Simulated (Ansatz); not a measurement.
Ideal-gas functions of C$_{2}$H$_{3}$BrFGa, SMILES `C=[CH][Ga]([F])[Br]` at 400 K and 1 bar, from an Ansatz frequency run at PBE0-D4/def2-TZVP.

Molar mass 195.67 g/mol, point group Cs (symmetry number 1), electronic degeneracy 1, moments of inertia 99.57, 472.771, 572.341 u Å². Harmonic wavenumbers (cm⁻¹, unscaled): 67, 77, 151, 175, 260, 342, 482, 599, 682, 1010, 1024, 1046, 1274, 1436, 1654, 3130, 3175, 3218.

Use S(trans) = R[1.5 ln M + 2.5 ln T − 1.1517]; rotational temperatures θ = 24.2544 K / I; S(rot) = R[ln(√π/σ · √(T³/θAθBθC)) + 1.5]; for each mode x = 1.438777 ν̃/T, S = R[x/(eˣ − 1) − ln(1 − e⁻ˣ)] and H = RT x/(eˣ − 1); 1 cm⁻¹ = 0.0119627 kJ/mol; R = 8.31446 J/(mol·K).

**Question.** By hand: the entropy, in J/(mol·K).

**Answer.** Translation 180.8. Rotation: θ = 0.2436, 0.0513, 0.0424 K, giving 123.3. Vibration, mode by mode: 20.17, 19.02, 13.49, 12.30, 9.17, 7.10, 4.71, 3.37, 2.67, 1.04, 1.00, 0.94, 0.48, 0.29, 0.15, 0.00, 0.00, 0.00, in all 95.9. Electronic 0.0. Sum 400.0 J/(mol·K).

**Question.** By hand: H − E and G − E in kJ/mol, counted from the electronic energy.

**Answer.** Zero-point energy ½ × 19802 × 0.0119627 = 118.4; thermal vibration 18.6; translation, rotation and pV give 4 RT = 13.3. H − E = 150.3 kJ/mol, and G − E = 150.3 − 400 × 400.0/1000 = -9.7 kJ/mol.

Vibration gives 24 % of the entropy, 39.2 J/(mol·K) of it from the modes under 150 cm⁻¹: soft modes count most, and the harmonic formula is weakest for them. The sum counts one conformer and one mirror image; others add a mixing term.
